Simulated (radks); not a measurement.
Q: Rh II, 44 electrons, occupied as [Kr] 4d8. All-electron calculation, scalar-relativistic Kohn-Sham, LDA (Slater exchange, Perdew-Wang correlation), spin-unpolarised, spherical densities, point nucleus. Program: a radial shooting solver on a logarithmic mesh with Libxc functionals. Some entries of the table are withheld. Estimate them.

orbital  occ.  eigenvalue (hartree)  <r> (bohr)
1s          2             -845.8515         (1)
2s          2                   (2)      0.1421
2p          6             -110.2468      0.1238
3s          2                   (3)      0.3914
3p          6             -18.01455      0.3910
3d         10             -11.34222      0.3707
4s          2              -3.31873      0.9798
4p          6                   (4)       1.082
4d          8              -0.50893       1.548

A: 
(1) 1s <r> (bohr): 0.03266
(2) 2s eigenvalue (hartree): -122.8977
(3) 3s eigenvalue (hartree): -22.17359
(4) 4p eigenvalue (hartree): -2.14309
